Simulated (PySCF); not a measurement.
## Radial density of Co (cobalt, neutral)

UHF, [Ar] 3d9, 2D determinant (an excited configuration). Calculation: PySCF 2.14, in x2c-QZVPPall (11s7p5d4f2g, 103 functions); the spin-free X2C one-electron Hamiltonian (Gaussian nucleus).

```tsv
r (bohr)	4πr²ρ (e/bohr)	4πr²(ρα − ρβ)
0.00119	0.3147	0.0000
0.00199	0.7973	0.0000
0.00335	1.968	-0.0001
0.00564	4.648	-0.0001
0.00949	10.15	-0.0003
0.0160	19.40	-0.0005
0.0268	29.67	-0.0007
0.0452	32.14	-0.0007
0.0759	25.85	0.0008
0.128	31.24	0.0184
0.215	34.36	0.1390
0.361	15.73	0.5462
0.608	18.32	1.0247
1.02	11.98	0.7690
1.72	2.872	0.2127
2.89	0.5472	-0.0058
4.87	0.06245	-0.0125
8.18	0.001243	-0.0004
```

Densities and radii are taken from the X2C orbitals without a picture-change correction, which distorts them close to the nucleus.

Where is the radial spin density 4πr²(ρα − ρβ) most negative, and why is it negative at all?

Around r = 4.87 bohr, down to -0.0125 e/bohr: exchange with the open shell polarises the paired shells in an unrestricted calculation.
